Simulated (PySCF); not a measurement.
## Li⁺ (lithium, charge +1): UHF calculation

Configuration: 1s2, closed-shell 1S. All numbers are calculated (PySCF 2.14, the spin-free X2C one-electron Hamiltonian (Gaussian nucleus), in aug-cc-pCVTZ-DK with one added diffuse shell each of s, p, d, f type (8s7p5d3f, 75 functions)).

```
Total energy                        : -7.237041 hartree
One-electron energy                 : -8.8890 hartree
Hartree (Coulomb) energy            : 3.3040 hartree
Exchange energy                     : -1.6520 hartree
⟨S²⟩                                : 0.0000
⟨L²⟩                                : 0.000
Sum of ⟨r⟩                          : 1.145 bohr
Sum of ⟨r²⟩                         : 0.8904 bohr²
Langevin diamagnetic susceptibility : -0.705 ×10⁻⁶ cm³/mol
```

```tsv
shell	electrons	mean orbital energy (eV)	rms radius, mean of both spins (bohr)
1s	2	-75.988	0.667
```
